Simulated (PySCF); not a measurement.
S4, SMILES S(=S)(=S)=S.

Geometry: ωB97X-D3(BJ)/def2-SVP.

The numbers are results of ωB97X-D3(BJ)/def2-SVP in PySCF, not measurements.

Frequencies are harmonic and unscaled.

Modes within 1.5 cm⁻¹ of each other (mostly degenerate sets) share a row, with their intensities summed.

```csv
mode,ν (cm⁻¹),IR (km/mol),Raman (Å⁴/amu),depolarisation,moving atoms (share of kinetic energy)
1–2,248,3.6,21.6,0.75,S 100 %
3,275,1.6,0.0,–,S 100 %
4,516,0.0,63.4,0.12,S 100 %
5–6,770,296.3,15.9,0.75,S 100 %
```
